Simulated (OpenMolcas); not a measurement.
Ionisation energies of tungsten

| Quantity | Value |
| --- | --- |
| Program | OpenMolcas 26.06 |
| Basis | ANO-RCC [11s10p9d8f4g2h] |
| Scalar Hamiltonian | DKH2, point nucleus |
| Spin-orbit coupling | RASSI with atomic mean-field integrals over the reference wave functions, term energies averaged over their components |

Active shells in each charge state: the valence d shell, with orbitals averaged over the low states. Where CASPT2's correlated closed shells are named, they are those of the first ion.

A. CASSCF
B. SS-CASPT2, IPEA 0.25 Eh, imaginary shift 0.1 Eh (closed shells correlated: 5s 5p)
C. SS-CASPT2, IPEA 0.25 Eh, imaginary shift 0.1 Eh (closed shells correlated: 4f 5s 5p)
D. SS-CASPT2, IPEA 0.25 Eh, imaginary shift 0.1 Eh (closed shells correlated: none)
E. SS-CASPT2, IPEA 0 Eh, imaginary shift 0.1 Eh (closed shells correlated: 5s 5p)

Energies in eV between the lowest computed levels, named as in B; reference values from the NIST Atomic Spectra Database with their kind.

```tsv
From	To	A	B	C	D	E	Spin-orbit share in B	Reference
W2+ 5d⁴ ⁵D₀	W3+ 5d³ ⁴F_3/2	24.535	25.436	25.709	25.029	25.507	-0.241	26.000 (semi-empirical)
W3+ 5d³ ⁴F_3/2	W4+ 5d² ³F₂	36.670	37.441	37.792	36.934	37.514	-0.302	38.200 (semi-empirical)
W4+ 5d² ³F₂	W5+ 5d ²D_3/2	50.361	51.184	51.614	50.528	51.252	+0.352	51.600 (semi-empirical)
W5+ 5d ²D_3/2	W6+ 5p⁶ ¹S₀	63.680	64.446	64.940	63.680	64.498	+0.661	64.770 (semi-empirical)
```

The lowest level within the active space need not be the ion's true ground level.
